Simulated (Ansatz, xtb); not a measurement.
**CH5AlSb: where a starting geometry ends**

The starting geometry of this gas-phase doublet was built from a drawn formula by distance geometry and a force field; its bonds are those of `[AlH][CH2][SbH2]`.

```xyz
8

C     0.3534    1.0031    0.9211
Al   -0.3966   -0.2753   -0.4672
Sb    2.4406    0.6472    1.2805
H    -0.3456   -1.8922   -0.2220
H     0.1640    2.0025    0.6008
H    -0.2138    0.7816    1.8748
H     2.7727    0.5625   -0.4735
H     2.2412   -1.1158    1.3146
```

Question: Predict what becomes of its bonds when it is optimised with r2SCAN-D4/def2-SVP.

Answer: A new bond forms, giving a structure with H7 bridging Sb3 and Al2, given below by its coordinates. Distances that change by over a tenth: Al2–H7 (3.28 → 1.92 Å). Contacts that close: Al2–Sb3 (3.46 → 2.90 Å).

The energy falls by 0.34 eV over 15 steps:

```
step  E − E(last) (eV)
   1             0.338
   3             0.170
   4             0.145
   6             0.120
   7             0.114
   9             0.043
  10             0.009
  12             0.003
  13             0.000
  15             0.000
```

Final geometry (Å):

```xyz
8

C     0.2619    1.0259    0.9820
Al    0.1944   -0.1491   -0.6043
Sb    2.4322    0.6746    1.0529
H    -0.1217   -1.7075   -0.3998
H     0.1131    2.1109    0.8781
H    -0.2235    0.6692    1.9038
H     2.1041    0.0069   -0.6661
H     2.2554   -0.9172    1.6825
```

From the same start GFN2-xTB ends elsewhere, differing in Al2–H8 (1.62 against 3.17 Å here), Sb3–H7 (3.97 against 1.87 Å here), Sb3–H8 (2.67 against 1.72 Å here).

No frequencies were run, so the end isn't proven a minimum. Open shells are spin-unrestricted. Atoms past krypton carry core potentials, without spin–orbit terms. Run with Ansatz 0.2.0, 64 s on 2 threads of Arm Neoverse V2, with other jobs on the host.
